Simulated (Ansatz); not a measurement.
Reaction (ligand exchange at the In–C bond): `[CH3][In]([Cl])[Br]` + HBr → `[Cl][In]([Br])[Br]` + CH₄

Program: Ansatz. Geometries: PBE0-D4/def2-TZVP. ΔE: electronic, gas phase. CCSD(T)/CBS is the MP2 limit (def2-TZVPP, def2-QZVPP) plus CCSD(T) − MP2 in def2-TZVPP, frozen cores. This one scheme is used for every species. Functionals use def2-TZVPP. def2 core potentials past Kr. For Br, In outer-core shells are correlated without core-valence functions, which leaves a few kJ/mol of doubt a bond. Scalar relativity is left out up to krypton.

| level | ΔE (kJ/mol) |
| --- | --- |
| BLYP-D4 | -130.9 |
| r2SCAN0-D4 | -138.4 |
| B2PLYP | -134.1 |
| PBE-QIDH | -135.3 |
| r2SCAN | -135.6 |
| HF/def2-TZVPP | -156.2 |
| MP2/def2-TZVPP | -128.7 |
| CCSD/CBS(def2) | -135.1 |

Task: What does CCSD(T)/CBS give? (An estimate is asked.)

Result: Ansatz gave: -133.1 kJ/mol. The listed levels differ from it by 2.2, -5.3, -1.0, -2.2, -2.5, -23.1, 4.4, -2.0 kJ/mol.

Largest T1 diagnostic among the species: 0.011.

From PBE to PBE0 (25 % exact exchange), in def2-TZVPP and without D4, ΔE moves by −5.7 kJ/mol. Leaving LDA and LC-ωPBE aside and taking each functional with its dispersion term where it has one, the values, not all of them listed here, spread over 16.9 kJ/mol, from BHLYP-D4 to PBE-D4. LDA lies +8.3 kJ/mol from PBE without D4. At CCSD(T), def2-SVP lies −7.3 kJ/mol from the extrapolated value and def2-TZVPP +5.8 kJ/mol.
